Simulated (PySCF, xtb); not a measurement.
Si(H)(Cl)(Br)(vinyl) (C2H4BrClSi), SMILES Br[SiH](C=C)Cl.

GFN2-xTB run with xtb 6.7.1 at its own geometry gives an orbital gap of 4.37 eV and a dipole moment of 5.35 D.

Geometry: PBE-D3(BJ)/def2-SVP. Other conformers were not sampled.

Task: What does PBE/def2-TZVP run with PySCF give? (Estimate from the structure and the level; the computed values follow.)

Result: gap 5.06 eV (levels -7.26 and -2.20 eV), dipole 2.01 D.
